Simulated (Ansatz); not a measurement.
Start from `[OH][Hf]12345678([Cl])([C@H]9[C@@H]1[C@@H]2[C@@H]3[C@H]94)[C@H]1[C@@H]5[C@@H]6[C@@H]7[C@H]18` and change one atom or group to get `[OH][Hf]12345678([F])([C@H]9[C@@H]1[C@@H]2[C@@H]3[C@H]94)[C@H]1[C@@H]5[C@@H]6[C@@H]7[C@H]18`.

Ansatz, PBE0-D4/def2-TZVP geometries, multiplicity 1. Each molecule was computed in one conformer, which needn't be the lowest.

Elements past krypton have def2 core potentials.

```tsv
property	`[OH][Hf]12345678([Cl])([C@H]9[C@@H]1[C@@H]2[C@@H]3[C@H]94)[C@H]1[C@@H]5[C@@H]6[C@@H]7[C@H]18`
size of the dipole moment (B3LYP/def2-TZVPP) / D	3.33
HOMO energy (ωB97M-V/def2-TZVPP) / eV	-8.80
size of the dipole moment (PBE/def2-TZVPP) / D	3.15
HOMO energy (B3LYP/def2-TZVPP) / eV	-6.54
HOMO–LUMO gap (PBE/def2-TZVPP) / eV	4.13
LUMO energy (B3LYP/def2-TZVPP) / eV	-0.93
```

(1) Give the same properties after the change, and the shifts. (An estimate is asked.)

Answers

(1) The calculation gave: 
| property | `[OH][Hf]12345678([F])([C@H]9[C@@H]1[C@@H]2[C@@H]3[C@H]94)[C@H]1[C@@H]5[C@@H]6[C@@H]7[C@H]18` | shift |
| --- | --- | --- |
| size of the dipole moment (B3LYP/def2-TZVPP) / D | 2.45 | -0.88 |
| HOMO energy (ωB97M-V/def2-TZVPP) / eV | -8.80 | 0.00 |
| size of the dipole moment (PBE/def2-TZVPP) / D | 2.27 | -0.88 |
| HOMO energy (B3LYP/def2-TZVPP) / eV | -6.55 | -0.01 |
| HOMO–LUMO gap (PBE/def2-TZVPP) / eV | 4.53 | 0.40 |
| LUMO energy (B3LYP/def2-TZVPP) / eV | -0.53 | 0.40 |

Dipoles are sizes alone; their direction can turn.

B3LYP here is the variant with VWN-RPA as its local correlation; programs differ in this.

Positive LUMOs are unbound, so they and the gaps depend on the basis.
